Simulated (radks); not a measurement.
All-electron atom: Cs35+ in [Ar] 4s2 (not the ground configuration). Method: Dirac Kohn-Sham, PBE, spin-unpolarised, spherical densities, finite nucleus; Fermi nuclear charge, rms radius 4.8041 fm; computed with a radial shooting solver on a logarithmic mesh with Libxc functionals.

Spin-orbit splittings of the eigenvalues, e(l+1/2) - e(l-1/2), with zeta = 2 splitting/(2l+1) and mean radii in bohr:

shell  occ.  splitting (eV)  zeta (eV)  <r> j=l-1/2  <r> j=l+1/2
2p        6               ?          ?      0.09314      0.09884
3p        6           85.28      56.85       0.2616       0.2706

Estimate the 2p splitting.

Answer. 357.6 eV (zeta = 238.4 eV).
